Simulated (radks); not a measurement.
Q: The phosphorus ion P4+, 11 electrons, occupied as [Ne] 4f1 (not the ground configuration). Calculated with a radial shooting solver on a logarithmic mesh with Libxc functionals: non-relativistic Kohn-Sham, LDA (Slater exchange, Perdew-Wang correlation), spin-polarised, spherical densities, point nucleus; open shells are filled with parallel spins first. Some entries of the table are withheld. Estimate them.

orbital  occ.  eigenvalue (eV)  <r^2> (bohr^2)  r(max) (bohr)
1s down     1        -2139.940         0.01462        0.06823
1s up       1        -2139.938         0.01462        0.06823
2s up       1        -238.6514          0.3205         0.4203
2s down     1        -238.6449          0.3204         0.4203
2p up       3        -191.2510          0.2872         0.3521
2p down     3        -191.2439          0.2870         0.3521
3s up       0         -63.5304           2.806          1.395
3s down     0         -62.6102           2.742          1.383
3p up       0         -52.7383           3.263          1.481
3p down     0         -51.6835           3.169          1.462
3d up       0         -38.2524           4.010          1.539
3d down     0         -37.0945           3.834          1.493
4f up       1         -18.9997           14.10            (1)
4f down     0         -17.4559           15.35            (2)
5f up       0         -11.0272           44.61          6.477
5f down     0         -10.5137           48.62          6.795

A: 
(1) 4f up r(max) (bohr): 3.193
(2) 4f down r(max) (bohr): 3.291
